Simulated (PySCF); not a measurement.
Compounds:

A. `CC(=O)n1cc(C)nn1`
B. SMILES C/C=C(/OC)C(C)(C)[SiH3]
C. `C(C)(C)(C)NC=O`

Spectrum 1. $^{13}$C{$^{1}$H} NMR (computed): δ 173.9 (C), 149.1 (C), 126.4 (CH), 25.0 (CH3), 13.3 (CH3).

Spectrum 2. $^{13}$C{$^{1}$H} NMR (computed): δ 161.4 (CH), 52.0 (C), 29.4 (CH3).

Spectrum 3. $^{13}$C{$^{1}$H} NMR (computed): δ 169.5 (C), 96.2 (CH), 54.1 (CH3), 33.1 (C), 25.3 (CH3), 14.2 (CH3).

- geometry: GFN2-xTB
- GIAO PBE0/pcSseg-1 shieldings
- code: PySCF
- in vacuum, no relativistic terms, fast rotation and ring inversion assumed for equivalent nuclei, single conformer

Scale: TMS for $^{13}$C (reference shieldings calculated alike). Acid and N–H amide carbonyl carbons lie up to 10 ppm further downfield in solution (hydrogen bonding). Shifts are as computed. Against solution values, carbons near 30 ppm lie about +3 ppm off and those near 130 ppm about +5 ppm. Of 1211 compounds with measured shifts, 218 miss one by over three times the rms of a fit or turn the order of signals round; such compounds aren't used in these exercises.

Match each spectrum to its structure.

Answers

1–A, 2–C, 3–B.

- Spectrum 1 (A): 5 $^{13}$C signals; δC 173.9 is an amide carbonyl carbon; δC 25.0 is a methyl carbon α to a carbonyl.
- Spectrum 2 (C): 3 $^{13}$C signals; δC 161.4 is an amide carbonyl carbon; δC 52.0 is a fully substituted sp3 carbon bonded to N.
- Spectrum 3 (B): 6 $^{13}$C signals; δC 169.5 is an alkene carbon bearing oxygen; δC 96.2 is a β carbon of an enol-ether or enamine type C=C.
